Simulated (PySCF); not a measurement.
**Radial density of Sb⁺ (antimony, charge +1)**

UHF, [Kr] 4d10 5s1 5p2 5d1, one real determinant (an excited configuration). Computed with PySCF 2.14 in aug-cc-pVDZ-PP with ECP28MDF (5s4p3d, 32 functions), with a scalar-relativistic core potential. This is the valence pseudo-density: the core potential removes the inner electrons and smooths the orbitals near the nucleus.

```json
{"r (bohr)": "0.00494", "4πr²ρ (e/bohr)": "1.280e-05", "4πr²(ρα − ρβ)": "0.0000"}
{"r (bohr)": "0.00830", "4πr²ρ (e/bohr)": "3.543e-05", "4πr²(ρα − ρβ)": "0.0000"}
{"r (bohr)": "0.0140", "4πr²ρ (e/bohr)": "9.424e-05", "4πr²(ρα − ρβ)": "0.0000"}
{"r (bohr)": "0.0235", "4πr²ρ (e/bohr)": "0.0002257", "4πr²(ρα − ρβ)": "0.0000"}
{"r (bohr)": "0.0395", "4πr²ρ (e/bohr)": "0.0004299", "4πr²(ρα − ρβ)": "0.0000"}
{"r (bohr)": "0.0665", "4πr²ρ (e/bohr)": "0.0008149", "4πr²(ρα − ρβ)": "0.0001"}
{"r (bohr)": "0.112", "4πr²ρ (e/bohr)": "0.005586", "4πr²(ρα − ρβ)": "0.0001"}
{"r (bohr)": "0.188", "4πr²ρ (e/bohr)": "0.07127", "4πr²(ρα − ρβ)": "0.0009"}
{"r (bohr)": "0.316", "4πr²ρ (e/bohr)": "1.196", "4πr²(ρα − ρβ)": "0.0209"}
{"r (bohr)": "0.532", "4πr²ρ (e/bohr)": "13.74", "4πr²(ρα − ρβ)": "0.2682"}
{"r (bohr)": "0.895", "4πr²ρ (e/bohr)": "22.42", "4πr²(ρα − ρβ)": "0.0209"}
{"r (bohr)": "1.51", "4πr²ρ (e/bohr)": "5.406", "4πr²(ρα − ρβ)": "0.9712"}
{"r (bohr)": "2.53", "4πr²ρ (e/bohr)": "1.710", "4πr²(ρα − ρβ)": "1.5899"}
{"r (bohr)": "4.26", "4πr²ρ (e/bohr)": "0.4346", "4πr²(ρα − ρβ)": "0.4342"}
{"r (bohr)": "7.16", "4πr²ρ (e/bohr)": "0.02471", "4πr²(ρα − ρβ)": "0.0247"}
{"r (bohr)": "12.1", "4πr²ρ (e/bohr)": "2.108e-05", "4πr²(ρα − ρβ)": "0.0000"}
```

⟨L²⟩ = 7.94 against 12 for a pure F term, so this real determinant mixes terms. Energies and moments cover only the electrons outside the core potential. The outer electron is Rydberg-like, and this basis confines it to a smaller radius and binds it less than a complete one would.
